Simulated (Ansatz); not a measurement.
Diatomic GaH, closed-shell singlet (the spin of the measured ground state). No spin–orbit coupling. Ga is treated without relativity.

Constants: fifth-degree fit in 1/R to seven points, most abundant isotopes. In def2 and cc sets the state is the lowest found near the PBE0 minimum, followed along R. The singlet is held restricted. HF and MP2 rows in def2 and cc sets belong to the determinant that coupled cluster picked by its CCSD energy.

Correlated levels freeze the inner cores; with def2 sets outer-core shells near the valence are correlated too. CBS: X⁻³ extrapolation of the correlation energy, Hartree–Fock from the larger set.

Programs: Ansatz (Gaussian basis) for Hartree–Fock, density functionals and correlated methods. Values without a source in brackets are computed.

D_e counts from each atom's lowest state at the same level, without counterpoise or zero-point energy.

| level | r_e (Å) | ω_e (cm⁻¹) | ω_e x_e (cm⁻¹) | D_e (eV) | dipole (D) |
|---|---|---|---|---|---|
| HF/def2-QZVPP | 1.670 | 1667 | 26 | - | - |
| r2SCAN/def2-TZVPP | 1.673 | 1599 | 25 | 2.92 | 0.36 |
| PBE0/def2-TZVPP | 1.681 | 1591 | 24 | 2.86 | 0.39 |
| BHLYP/def2-TZVPP | 1.671 | 1633 | 25 | 2.93 | 0.40 |
| B2PLYP/def2-TZVPP | 1.672 | 1612 | 25 | 2.95 | - |
| SCS-MP2/def2-QZVPP | 1.648 | 1658 | 25 | - | - |
| CCSD(T)/def2-TZVPP | 1.664 | [?] | 26 | 2.99 | - |
| CCSD(T)/CBS(def2-TZVPP, def2-QZVPP) | [?] | [?] | 26 | 3.04 | - |

Task: Complete the blanks.

Result: 
- CCSD(T)/CBS(def2-TZVPP, def2-QZVPP), r_e (Å): 1.654
- CCSD(T)/CBS(def2-TZVPP, def2-QZVPP), ω_e (cm⁻¹): 1616
- CCSD(T)/def2-TZVPP, ω_e (cm⁻¹): 1624

Measured for the ground state: r_e 1.663 Å, ω_e 1604.5 cm-1, ω_e x_e 28.77 cm-1, B_e 6.137 cm-1, α_e 0.181 cm-1 [Huber and Herzberg (1979), NIST Chemistry WebBook]. D_0 2.717 ± 0.061 eV (a handbook's tabulated 298 K bond energy less 3RT/2; such tables hold older values) [Luo, bond dissociation energies, CRC Handbook].

Ansatz is a quantum-chemistry and plane-wave program.
